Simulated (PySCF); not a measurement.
**Spinor energies of Tc³³⁺ (technetium, charge +33)**

Start: [Ne]. Calculated with PySCF 2.14 in an uncontracted even-tempered set (18 s from 3.1 bohr⁻², ratio 2.6; 13 p from 4.1 bohr⁻², ratio 2.6; 6 d from 4.2 bohr⁻², ratio 2.8; 3 f from 100 bohr⁻², ratio 2.8): generalised Hartree-Fock with the X2C-1e Hamiltonian and a Gaussian nucleus; spin-orbit coupling (SO) screened by Boettger's factors.

| spinor shell | electrons | ε, screened SO (eV) | weight of nominal j (screened SO) | rms radius, screened SO (bohr) |
| --- | --- | --- | --- | --- |
| 1s1/2 | 2 | -23044.4 | 1.000 | 0.0393 |
| 2s1/2 | 2 | -4855.6 | 1.000 | 0.158 |
| 2p1/2 | 2 | -4629.4 | 1.000 | 0.137 |
| 2p3/2 | 4 | -4504.8 | 1.000 | 0.141 |

| quantity | screened SO |
| --- | --- |
| E (hartree) | -3408.81588 |
| M_J | 0 |
| ⟨J²⟩ | 0.000 |
| ⟨L²⟩ | 0.003 |
| ⟨S²⟩ | 0.003 |

Breit and QED terms are absent; they matter most for the inner s and p1/2 levels.

Densities and radii are taken from the X2C orbitals without a picture-change correction, which distorts them close to the nucleus.
